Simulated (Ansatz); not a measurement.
Geometry optimisation, RKS B3LYP/STO-3G in Ansatz.

Input file:

```yaml
crystal:
  periodic: [false, false, false]
  atoms:
    - { symbol: Si, position_ang: [0.0, 0.0, 0.0] }
    - { symbol: H, position_ang: [0.0, 0.0, 1.46] }
    - { symbol: "N", position_ang: [1.7163, 0.0, -0.6061] }
    - { symbol: C, position_ang: [2.4072, -1.273, -0.8567] }
    - { symbol: H, position_ang: [1.7433, -1.947, -1.4373] }
    - { symbol: H, position_ang: [3.3364, -1.083, -1.4334] }
    - { symbol: H, position_ang: [2.6645, -1.7518, 0.1112] }
    - { symbol: C, position_ang: [2.4114, 1.273, -0.8449] }
    - { symbol: H, position_ang: [3.0382, 1.1875, -1.757] }
    - { symbol: H, position_ang: [1.6647, 2.0824, -0.9844] }
    - { symbol: H, position_ang: [3.0569, 1.5118, 0.0259] }
    - { symbol: "N", position_ang: [-0.8572, 1.4851, -0.6061] }
    - { symbol: C, position_ang: [-2.2719, 1.4087, -0.9981] }
    - { symbol: H, position_ang: [-2.8245, 0.7784, -0.2704] }
    - { symbol: H, position_ang: [-2.7088, 2.429, -1.0098] }
    - { symbol: H, position_ang: [-2.3521, 0.9607, -2.0106] }
    - { symbol: C, position_ang: [-0.1354, 2.762, -0.7039] }
    - { symbol: H, position_ang: [-0.2436, 3.1711, -1.73] }
    - { symbol: H, position_ang: [-0.5567, 3.4827, 0.0276] }
    - { symbol: H, position_ang: [0.9399, 2.5975, -0.4831] }
    - { symbol: Si, position_ang: [-1.0456, -1.8115, -0.7393] }
    - { symbol: H, position_ang: [-1.7029, -2.4846, 0.3772] }
    - { symbol: H, position_ang: [-2.0454, -1.4265, -1.7311] }
    - { symbol: H, position_ang: [-0.0777, -2.7173, -1.3511] }
basis:
  gaussian: { orbitals: STO-3G }
hamiltonian:
  xc: b3lyp
relax:
  f_tol: 0.02
  max_steps: 40
output:
  orbitals: {}
```

Launched with:

```bash
$ ansatz run input.yaml --threads 1 --pin off --max-ram 2048MiB --backend cpu --events-out ev --progress --plain --runs-dir out
```

Q: Where does it end, and by what steps?

A: It converged. The force dipped under the threshold on the way, but the program's further checks kept it going. Limits of this set-up: minimal basis. After 28 steps the energy has fallen by 2.246 eV; H24 moved furthest, 1.96 Å.

```json
{"step": "0", "energy less start (eV)": "0.0000", "largest force component (eV/Å)": "3.087", "accepted": "yes"}
{"step": "1", "energy less start (eV)": "-1.2528", "largest force component (eV/Å)": "0.720", "accepted": "yes"}
{"step": "2", "energy less start (eV)": "-1.5628", "largest force component (eV/Å)": "0.454", "accepted": "yes"}
{"step": "3", "energy less start (eV)": "-1.7566", "largest force component (eV/Å)": "0.493", "accepted": "yes"}
{"step": "4", "energy less start (eV)": "-1.8357", "largest force component (eV/Å)": "0.814", "accepted": "yes"}
{"step": "5", "energy less start (eV)": "-1.8951", "largest force component (eV/Å)": "0.722", "accepted": "yes"}
{"step": "6", "energy less start (eV)": "-1.9624", "largest force component (eV/Å)": "0.518", "accepted": "yes"}
{"step": "7", "energy less start (eV)": "-2.0450", "largest force component (eV/Å)": "0.270", "accepted": "yes"}
{"step": "8", "energy less start (eV)": "-2.1046", "largest force component (eV/Å)": "0.150", "accepted": "yes"}
{"step": "9", "energy less start (eV)": "-2.1406", "largest force component (eV/Å)": "0.349", "accepted": "yes"}
{"step": "10", "energy less start (eV)": "-2.1699", "largest force component (eV/Å)": "0.336", "accepted": "yes"}
{"step": "11", "energy less start (eV)": "-2.1928", "largest force component (eV/Å)": "0.275", "accepted": "yes"}
{"step": "12", "energy less start (eV)": "-2.1918", "largest force component (eV/Å)": "0.488", "accepted": "no"}
{"step": "13", "energy less start (eV)": "-2.2130", "largest force component (eV/Å)": "0.243", "accepted": "yes"}
{"step": "14", "energy less start (eV)": "-2.2246", "largest force component (eV/Å)": "0.083", "accepted": "yes"}
{"step": "15", "energy less start (eV)": "-2.2336", "largest force component (eV/Å)": "0.101", "accepted": "yes"}
{"step": "16", "energy less start (eV)": "-2.2380", "largest force component (eV/Å)": "0.143", "accepted": "yes"}
{"step": "17", "energy less start (eV)": "-2.2407", "largest force component (eV/Å)": "0.121", "accepted": "yes"}
{"step": "18", "energy less start (eV)": "-2.2403", "largest force component (eV/Å)": "0.089", "accepted": "no"}
{"step": "19", "energy less start (eV)": "-2.2428", "largest force component (eV/Å)": "0.017", "accepted": "yes"}
{"step": "20", "energy less start (eV)": "-2.2438", "largest force component (eV/Å)": "0.032", "accepted": "yes"}
{"step": "21", "energy less start (eV)": "-2.2441", "largest force component (eV/Å)": "0.039", "accepted": "yes"}
{"step": "22", "energy less start (eV)": "-2.2446", "largest force component (eV/Å)": "0.030", "accepted": "yes"}
{"step": "23", "energy less start (eV)": "-2.2452", "largest force component (eV/Å)": "0.016", "accepted": "yes"}
{"step": "24", "energy less start (eV)": "-2.2457", "largest force component (eV/Å)": "0.040", "accepted": "yes"}
{"step": "25", "energy less start (eV)": "-2.2459", "largest force component (eV/Å)": "0.042", "accepted": "yes"}
{"step": "26", "energy less start (eV)": "-2.2461", "largest force component (eV/Å)": "0.031", "accepted": "yes"}
{"step": "27", "energy less start (eV)": "-2.2464", "largest force component (eV/Å)": "0.014", "accepted": "yes"}
{"step": "28", "energy less start (eV)": "-2.2465", "largest force component (eV/Å)": "0.013", "accepted": "yes"}
```

```xyz
24
Properties=species:S:1:pos:R:3
Si 0.114 0.091 -0.021
H 0.657 0.395 1.294
N 1.423 0.033 -1.244
C 2.138 -1.273 -1.414
H 1.406 -2.087 -1.562
H 2.782 -1.229 -2.312
H 2.790 -1.553 -0.555
C 2.423 1.147 -1.153
H 3.071 1.142 -2.049
H 1.897 2.117 -1.118
H 3.087 1.087 -0.261
N -0.998 1.425 -0.334
C -1.697 1.467 -1.653
H -2.040 0.454 -1.925
H -2.584 2.125 -1.589
H -1.061 1.844 -2.484
C -0.650 2.797 0.139
H 0.025 3.355 -0.549
H -1.571 3.403 0.250
H -0.157 2.737 1.125
Si -1.027 -1.874 -0.042
H -2.261 -1.740 0.698
H -1.355 -2.308 -1.380
H -0.253 -2.921 0.585
```

Whether the end is a true minimum wasn't checked by a vibrational analysis.

Run time: 3.2 min on 1 thread of Intel(R) Xeon(R) Platinum 8488C (Sapphire Rapids), on a shared host, peak memory 0.21 GiB.
